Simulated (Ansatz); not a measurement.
`B[SiH](B)O` + `NC[SiH2]F` → `B[SiH](O)F` + `B[SiH2]CN`  (redistribution)

Computed with Ansatz on PBE0-D4/def2-TZVP structures; ΔE is electronic, products minus reactants. CBS: MP2 limit from def2 TZ/QZ plus the TZ coupled-cluster correction, frozen cores. DFT in def2-TZVPP. B3LYP here is the variant with VWN-RPA as its local correlation; programs differ in this. HSE06 is defined as in plane-wave codes. One conformer a species, not always the lowest.

```tsv
level	ΔE (kJ/mol)	difference from CCSD(T)/CBS
LDA (SPW92)	-1.9	6.9
PBE-D4	-3.8	5.0
revPBE-D4	-4.8	4.0
BLYP-D4	-5.2	3.6
r2SCAN-D4	-4.2	4.6
B97M-V	-4.1	4.7
B3LYP-D4	-6.7	2.1
r2SCANh-D4	-5.0	3.8
r2SCAN0-D4	-6.2	2.6
HSE06-D4	-6.1	2.7
BHLYP-D4	-9.0	-0.2
CAM-B3LYP-D4	-8.7	0.1
ωB97X-V	-9.3	-0.5
B2PLYP	-8.3	0.5
PBE-QIDH	-8.8	0.0
PBE	-3.7	5.1
BLYP	-5.1	3.7
r2SCAN	-4.1	4.7
PBE0	-6.3	2.5
B3LYP	-6.7	2.1
r2SCANh	-5.0	3.8
r2SCAN0	-6.2	2.6
HSE06	-6.1	2.7
BHLYP	-9.1	-0.3
CAM-B3LYP	-8.7	0.1
LC-ωPBE	-9.5	-0.7
RPA@PBE/def2-TZVPP	-10.2	-1.4
HF/def2-SVP	-12.9	-4.1
MP2/def2-SVP	-11.3	-2.5
CCSD(T)/def2-SVP	-10.6	-1.8
HF/def2-TZVPP	-12.9	-4.1
MP2/def2-TZVPP	-10.1	-1.3
SCS-MP2/def2-TZVPP	-10.8	-2.0
CCSD/def2-TZVPP	-10.5	-1.7
CCSD(T)/def2-TZVPP	-9.9	-1.1
HF/def2-QZVPP	-12.8	-4.0
SCS-MP2/def2-QZVPP	-10.2	-1.4
HF/CBS(def2)	-12.8	-4.0
MP2/CBS(def2)	-8.9	-0.1
CCSD/CBS(def2)	-9.3	-0.5
CCSD(T)/CBS	-8.8	0
```

Largest T1 diagnostic among the species: 0.014.

From BLYP to BHLYP (50 % exact exchange), in def2-TZVPP and without D4, ΔE moves by −3.9 kJ/mol. Leaving LDA and LC-ωPBE aside and taking each functional with its dispersion term where it has one, the values spread over 5.6 kJ/mol, from ωB97X-V to PBE-D4.
